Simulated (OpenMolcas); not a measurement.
Computed levels of 3s² 3p³ in ions with 15 electrons, in cm-1 above ⁴S°_3/2.

- Program: OpenMolcas
- Method: CASSCF
- Basis: ANO-RCC-VTZP
- Scalar Hamiltonian: DKH2, point nucleus
- Spin-orbit coupling: state interaction with AMFI integrals over the reference wave functions, term energies averaged over their components

Active space for each ion: 5 electrons in 8 orbitals (3s 3p 4s 4p).

```csv
Level,S+,Ar3+
²D°_3/2,18706,25687
²D°_5/2,18749,25854
²P°_1/2,25385,35736
²P°_3/2,25419,35903
```

Problem. Estimate ²D°_3/2, ²D°_5/2 for Cl2+ from its neighbours S+ and Ar3+.

Solution. ²D°_3/2 is another term, which grows about linearly with the charge: (18706 + 25687) / 2 = 22196. The calculation gives 24039, so the estimate is off by -7.7 %; the measured value is 18053 (Moore, Atomic Energy Levels, vol. I, NSRDS-NBS 35 (1971 reprint of NBS Circular 467, 1949)).
²D°_5/2 is another term, which grows about linearly with the charge: (18749 + 25854) / 2 = 22302. The calculation gives 24125, so the estimate is off by -7.6 %; the measured value is 18120 (Moore, Atomic Energy Levels, vol. I, NSRDS-NBS 35 (1971 reprint of NBS Circular 467, 1949)).

Without dynamic correlation excited terms often stand tens of per cent too high (terms of higher spin than the ground term too low), and those without a measured partner can miss by more than the paired ones (holds for S+). Active for correlation alone: 4p 4s; no level in the range computed is led by a configuration that fills them, so any true level of that kind is missing (holds for S+; Ar3+). The run also gave levels led by 3s² 3p² 4p, which use shells meant for correlation; these and all levels above them are left out (holds for Cl2+). Computed and measured levels are paired by configuration, term and J; levels that our copy of the source lacks, or whose pairing is in doubt (as where it misses far off the trend of its configuration), stay unpaired and out of the deviations. Only configurations of the active space appear.

° marks odd parity.
